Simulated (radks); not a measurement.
Removal energies from the aluminium ion Al7+, [He] 2s2 2p2, by Delta-SCF beside the eigenvalue of the level emptied. All-electron calculation, non-relativistic Kohn-Sham, PBE, spin-polarised, spherical densities, point nucleus. Program: a radial shooting solver on a logarithmic mesh with Libxc functionals. Open shells are filled with parallel spins first.

removed from  final configuration  Delta-SCF (eV)  -eigenvalue (eV)
2p                   [He] 2s2 2p1          285.59            263.74
2s                   [He] 2s1 2p2          301.74            285.39
1s                    1s1 2s2 2p2          1813.5            1744.1
